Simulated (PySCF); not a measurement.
## Magnetisability: SMILES CNNCC(F)(F)F, C3H7F3N2

Molfile (atoms numbered from 1):
```
C3H7F3N2
     RDKit          3D

 15 14  0  0  0  0  0  0  0  0999 V2000
    2.0372    0.4539    0.6617 C   0  0  0  0  0  0  0  0  0  0  0  0
    0.9637   -0.4757    0.3883 N   0  0  0  0  0  0  0  0  0  0  0  0
    0.2849   -0.1429   -0.8041 N   0  0  0  0  0  0  0  0  0  0  0  0
   -1.1062   -0.5237   -0.7585 C   0  0  0  0  0  0  0  0  0  0  0  0
   -1.8688    0.3985    0.1913 C   0  0  0  0  0  0  0  0  0  0  0  0
   -1.6443    1.6918   -0.0557 F   0  0  0  0  0  0  0  0  0  0  0  0
   -1.5924    0.1894    1.4799 F   0  0  0  0  0  0  0  0  0  0  0  0
   -3.1978    0.2097    0.0574 F   0  0  0  0  0  0  0  0  0  0  0  0
    1.6101    1.4533    0.7100 H   0  0  0  0  0  0  0  0  0  0  0  0
    2.8282    0.4446   -0.1008 H   0  0  0  0  0  0  0  0  0  0  0  0
    2.4673    0.1994    1.6276 H   0  0  0  0  0  0  0  0  0  0  0  0
    1.3063   -1.4388    0.3858 H   0  0  0  0  0  0  0  0  0  0  0  0
    0.7341   -0.5021   -1.6475 H   0  0  0  0  0  0  0  0  0  0  0  0
   -1.2803   -1.5550   -0.4077 H   0  0  0  0  0  0  0  0  0  0  0  0
   -1.5463   -0.3943   -1.7495 H   0  0  0  0  0  0  0  0  0  0  0  0
  1  2  1  0
  2  3  1  0
  3  4  1  0
  4  5  1  0
  5  6  1  0
  5  7  1  0
  5  8  1  0
  1  9  1  0
  1 10  1  0
  1 11  1  0
  2 12  1  0
  3 13  1  0
  4 14  1  0
  4 15  1  0
M  END
```

Method: PySCF 2.14.0, GIAO HF/pcSseg-1 magnetisability, rotational g tensor and spin-rotation constants, non-relativistic, gas phase. Geometry: GFN2-xTB.

(1) What are the magnetisability and the molar susceptibility?

(2) Split it along the inertial axes a, b, c into diamagnetic and paramagnetic parts about the centre of mass, with the quadrupole moment.

(3) And the rotational g tensor?

Results:

(1) Isotropic -1159 × 10⁻³⁰ J/T², or -69.8 × 10⁻⁶ cm³/mol; principal values -1237, -1139, -1102 × 10⁻³⁰ J/T², anisotropy 121 × 10⁻³⁰ J/T² (root of half the summed squared differences of the principal values). The susceptibility is in cgs units.

(2) 
```
axis  χ (10⁻⁶ cm³/mol)  diamagnetic (10⁻⁶ cm³/mol)  paramagnetic (10⁻⁶ cm³/mol)  summed x² of all electrons (Å²)  quadrupole Θ (D Å)
   a             -72.1                      -391.3                        319.2                            198.7               +0.99
   b             -69.2                     -1008.8                        939.7                             53.1               +3.94
   c             -68.2                     -1068.4                       1000.2                             39.1               -4.93
```
Anisotropies 2χaa − χbb − χcc = -6.9 and 2χbb − χaa − χcc = +2.0 × 10⁻⁶ cm³/mol. Θ is traceless in Buckingham's convention.

(3) 
| axis | rotational constant (GHz) | g | nuclear part | electronic part |
| --- | --- | --- | --- | --- |
| a | 3.8293 | -0.0131 | 0.5611 | -0.5742 |
| b | 1.2538 | -0.0070 | 0.5464 | -0.5535 |
| c | 1.1897 | -0.0043 | 0.5547 | -0.5591 |

Asymmetric top; isotopes 12C, 19F, 1H, 14N; no vibrational averaging.
